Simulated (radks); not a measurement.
Question: Isoelectronic series with 30 electrons, all held in the configuration [Ar] 3d10 4s2, which need not be the ground one along the series. Method: non-relativistic Kohn-Sham, PBE, spin-polarised, spherical densities, point nucleus; computed with a radial shooting solver on a logarithmic mesh with Libxc functionals. Total energies (hartree) and mean radii <r> (bohr):

ion    E (hartree)      4s      3d      3p
Zn     -1779.18280   2.702  0.9051  0.7180
Br5+   -2567.39013   1.488  0.5807  0.5671
Rh15+  -4606.85202  0.8763  0.3622  0.3909
Sn20+  -5856.97020  0.7343  0.3070  0.3380
Cs25+   -7260.4460  0.6333  0.2668  0.2976
Nd30+   -8817.2036  0.5574  0.2361  0.2659
Tb35+  -10527.1975  0.4981  0.2118  0.2403
Yb40+  -12390.3983  0.4504  0.1921  0.2192
Re45+  -14406.7862  0.4112  0.1758  0.2015
Hg50+  -16576.3473  0.3784  0.1621  0.1864

Estimate the row of Zr10+.

Answer: E (hartree) -3510.22882; 4s 1.094; 3d 0.4438; 3p 0.4633.
